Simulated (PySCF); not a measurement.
## GaCl₂: calculation against measurement

Isolated GaCl₂, optimised in PySCF with density fitting and no spin–orbit coupling; def2 sets carry scalar-relativistic core potentials from Rb on. All levels below give a doublet of C2v symmetry: PBE0/def2-TZVP Ga–Cl 2.160 Å (×2), Cl–Ga–Cl 119.3°; wB97X/def2-TZVP Ga–Cl 2.155 Å (×2), Cl–Ga–Cl 119.2°.

Measured fundamentals (Jacox, Vibrational and Electronic Energy Levels of Polyatomic Transient Molecules, as compiled in the NIST Chemistry WebBook) beside computed harmonic wavenumbers, in cm⁻¹:

```
mode as compiled  computed symmetry  measured        medium  PBE0/def2-TZVP  wB97X/def2-TZVP
 a1 sym. stretch                 a1       373  argon matrix             373              380
b2 asym. stretch                 b2     415.1  argon matrix             422              427
```

Question: How close does each level come?

Answer: Mean absolute differences: PBE0/def2-TZVP 0.9 %, wB97X/def2-TZVP 2.3 %. The mean ratio of measured to computed values at PBE0/def2-TZVP is 0.991. Harmonic values should lie a little above fundamentals; matrices shift bands further, usually down by up to a few per cent.
